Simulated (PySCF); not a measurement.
A structure optimised at PBE-D3(BJ)/def2-SVP, used in a PySCF frequency run:

```
C
O 1 1.2438
Si 1 1.9500 2 113.31
O 3 1.6730 1 101.42 2 0.00
H 4 0.9853 3 106.61 1 0.00
H 3 1.5036 4 113.24 5 -117.54
H 3 1.5036 6 109.12 4 127.12
Si 1 1.9500 2 113.31 5 180.00
O 8 1.6730 1 101.42 2 0.00
H 9 0.9853 8 106.61 1 0.00
H 8 1.5036 9 113.24 10 117.54
H 8 1.5036 11 109.12 9 -127.12
```
Charge 0, spin multiplicity 1.

Question: Write its SMILES, formula and point group.

Answer: O=C([SiH2]O)[SiH2]O, CH₆O₃Si₂, C2v

Question: What are its rotational constants (standard atomic weights)?

Answer: 5.6275, 1.1181, 0.95408 GHz
